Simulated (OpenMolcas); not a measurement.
W3+: moving or changing the point charges

W3+ among 4 point charges of -2.5 e arranged as a tetrahedron (Td), 2.24 Å from the ion.
```
   1.2933    1.2933    1.2933  -2.50
   1.2933   -1.2933   -1.2933  -2.50
  -1.2933    1.2933   -1.2933  -2.50
  -1.2933   -1.2933    1.2933  -2.50
```

| Item | Value |
| --- | --- |
| Program | OpenMolcas |
| Method | CASSCF |
| Basis | ANO-RCC-VTZP [8s7p5d3f2g1h] |
| Scalar Hamiltonian | DKH2, point nucleus |
| Active space | 3 electrons in 5 orbitals (5d) |
| State averaging | 2S+1 = 4 even, 10 roots; 2S+1 = 2 even, 40 roots |
| Spin-orbit coupling | state interaction with AMFI integrals over the reference wave functions |

Runs around this geometry, states (labels of Td). Energies in cm-1 above the lowest state or level, χT in cm3 K/mol; under a threefold ground state the first gap can be a small split of the lowest multiplet, not the spin-orbit step; 10Dq and B are least-squares fits to the states below 45000 cm-1, weighted by degeneracy, with a free offset, and given where the rms deviation is under 5 % of |10Dq| (or 100 cm-1) and under 700 cm-1; 10Dq is negative for this site.

```json
{"R (Å)": "2.24", "q (e)": "-1.62", "Ground state": "4T1", "First state of that spin": "4T2 2315", "10Dq": "-2788", "B (rms of fit)": "737 (124)", "First gap with spin-orbit (degeneracies)": "2728 (4, 2)", "χT at 300 K": "0.129", "First state of another spin": "2E 11399"}
{"R (Å)": "2.09", "q (e)": "-2.5", "Ground state": "4T1", "First state of that spin": "4T2 2638", "10Dq": "", "B (rms of fit)": "", "First gap with spin-orbit (degeneracies)": "2463 (4, 2)", "χT at 300 K": "0.139", "First state of another spin": "2E 10438"}
{"R (Å)": "2.24", "q (e)": "-2.5", "Ground state": "4T1", "First state of that spin": "4T2 2638", "10Dq": "", "B (rms of fit)": "", "First gap with spin-orbit (degeneracies)": "2600 (4, 2)", "χT at 300 K": "0.133", "First state of another spin": "2E 10740"}
{"R (Å)": "2.45", "q (e)": "-2.5", "Ground state": "4T1", "First state of that spin": "4T2 2075", "10Dq": "", "B (rms of fit)": "", "First gap with spin-orbit (degeneracies)": "2761 (4, 2)", "χT at 300 K": "0.127", "First state of another spin": "2E 11610"}
```

Scaling the charges by -1.62 / -2.5 = 0.65 scales the first state of the same spin by 2315 / 2638 = 0.88; with fixed orbitals a first-order splitting would follow the charge.

Without dynamic correlation the repulsion within the d shell is too large (B by tens of per cent), so at a given field states of lower spin stand too high. Point charges give a weaker field than real ligands, and real ions of this kind are as a rule low spin; the high spin found here belongs to the model. Spin-orbit coupling mixes the spin-free states strongly: the lowest level takes only 62 % from its leading state, 4T1 (figures for R = 2.24, q = -1.62; the like holds for R = 2.09, q = -2.5, R = 2.24, q = -2.5, R = 2.45, q = -2.5). The ground term spreads over less than 5000 cm-1, several times less than with real ligands, so orbital moments are less quenched and χT lies further from the spin-only value than at real sites (holds for R = 2.24, q = -1.62; R = 2.45, q = -2.5). This is an electrostatic model: the charges have no orbitals. No measured value stands beside these numbers.
